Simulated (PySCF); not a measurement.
Start geometry of `[SiH3][Ge@H]([Cl])[GeH3]` from GFN2-xTB (Å):
```
atom  x, y, z in Å
Si1   -2.0964   -0.4482    0.2827
Ge2   -0.0964    0.8003   -0.0290
Cl3   -0.2426    2.0469   -1.7548
Ge4    2.0575   -0.3039   -0.1534
H5    -1.9913   -1.1927    1.5380
H6    -3.2506    0.4464    0.3449
H7    -2.2662   -1.3967   -0.8190
H8     0.0826    1.8456    1.1005
H9     2.3942   -1.0974    1.0795
H10    2.1785   -1.3055   -1.2695
H11    3.2361    0.6079   -0.3459
```

Problem. What comes out of this run: PBE0-D3(BJ)/def2-SVP geometry optimisation, gas phase (PySCF)?

Solution. 
```
atom  x, y, z in Å
Si1   -1.9789   -0.4625    0.3487
Ge2   -0.0287    0.8891    0.1347
Cl3   -0.3625    2.0234   -1.7077
Ge4    2.0314   -0.3305   -0.2358
H5    -1.9068   -1.2753    1.6016
H6    -3.1926    0.4055    0.3779
H7    -2.0366   -1.3757   -0.8311
H8     0.1048    1.9415    1.2538
H9     2.3870   -1.1582    1.0138
H10    1.8311   -1.2771   -1.4306
H11    3.1716    0.6538   -0.5423
```

The energy falls by 19.3 kJ/mol over 10 energy and gradient evaluations, the largest force component goes from 0.0177 to 3.0e-04 Eh/bohr, and the atoms move by 0.158 Å rms after alignment. The bond that changes most is Ge2–Cl3 (ends: germanium bonded to Cl, Ge, Si and H; chlorine bonded to Ge), which lengthens by 0.055 Å. Bonds longer at the end by more than 0.005 Å: 7 of 10; shorter: 1. Among the angles that change most is Ge4–Ge2–H8, from 104.0° to 112.4°. Rotational constants go from 1980, 1011, 722.3 to 1940, 1019, 750.1 MHz. The orientation of the end geometry is arbitrary; only internal coordinates are fixed.

The run used 135 basis functions and 55 SCF cycles in all. The run took 68 s of wall time on one thread of an Arm Neoverse V2 (shared host), and the process peaked at 0.69 GiB of memory.

Stationary, but not proved a minimum.
